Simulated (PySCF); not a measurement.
PySCF 2.14 output of a UHF calculation on a single atom or ion in aug-cc-pVDZ-DK (7s6p4d2f, 59 functions), with scalar relativity by spin-free X2C-1e:

```
SCF conv_tol = 1e-09
number electrons alpha = 12  beta = 9
cycle= 1 E= -852.540265971064  delta_E= -0.00435  |g|= 0.0176  |ddm|= 0.053
cycle= 2 E= -852.540379080842  delta_E= -0.000113  |g|= 0.00289  |ddm|= 0.00853
cycle= 3 E= -852.5403823984  delta_E= -3.32e-06  |g|= 0.000118  |ddm|= 0.0019
cycle= 4 E= -852.540382417243  delta_E= -1.88e-08  |g|= 2.37e-05  |ddm|= 0.000479
cycle= 5 E= -852.540382418023  delta_E= -7.8e-10  |g|= 3.28e-06  |ddm|= 0.000114
converged SCF energy = -852.540382418023  <S^2> = 3.7523573  2S+1 = 4.0011785
```

The run itself started from symmetry-adapted Hartree-Fock orbitals and held the occupation by maximum overlap, so the iterations belong to that start.

**Question.** Which element, charge and spin multiplicity is this?

**Answer.** Ti⁺ (titanium, charge +1), multiplicity 4; the state was [Ar] 3d2 4s1, high-spin 4F determinant.
